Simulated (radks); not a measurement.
Results of a calculation; reference values are marked as such.
Q: These are the eigenvalues of the occupied orbitals of an atom or ion with whole-number occupations (hartree). Level of theory: non-relativistic Kohn-Sham, LB94 model potential, spin-polarised, spherical densities, point nucleus (a radial shooting solver on a logarithmic mesh with Libxc functionals).

1s down: -1125.957
1s up: -1125.956
2s up: -172.4174
2s down: -172.4139
2p up: -162.2331
2p down: -162.2316
3s up: -37.68173
3s down: -37.67972
3p up: -33.37742
3p down: -33.37388
3d up: -25.36234
3d down: -25.35539
4s up: -9.47474
4s down: -9.45336
4p up: -7.98951
4p down: -7.96767
4d up: -5.45473
4d down: -5.43303

Which element is it, and in what charge state? The configuration may be excited. Open shells, if any, are filled with parallel spins first.

A: Z = 52, tellurium, charge +7: Te7+ in [Kr] 4d9. The list shows which subshells hold electrons but not how many an open one holds; the 1s level, -1126 hartree, gives Z - s = 47.5 by -(Z - s)^2/2, which with screening narrows Z to a few neighbours, and the depths of the outer levels then fix element, charge and occupations together.
